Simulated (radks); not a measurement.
Be+, configuration [He] 2s1 (the NIST ground configuration). All-electron calculation, scalar-relativistic Kohn-Sham, BP86, spin-polarised, spherical densities, point nucleus; open shells are filled with parallel spins first. Program: a radial shooting solver on a logarithmic mesh with Libxc functionals.

Unscreened Slater integrals over Kohn-Sham orbitals (cm^-1). They are taken over the spin-up orbitals.

| integral | value |
|---|---|
| F0(2s,2s) | 88050 |
| F0(2s,1s) | 122590 |
| G0(2s,1s) | 8935.3 |
| F0(1s,1s) | 495770 |
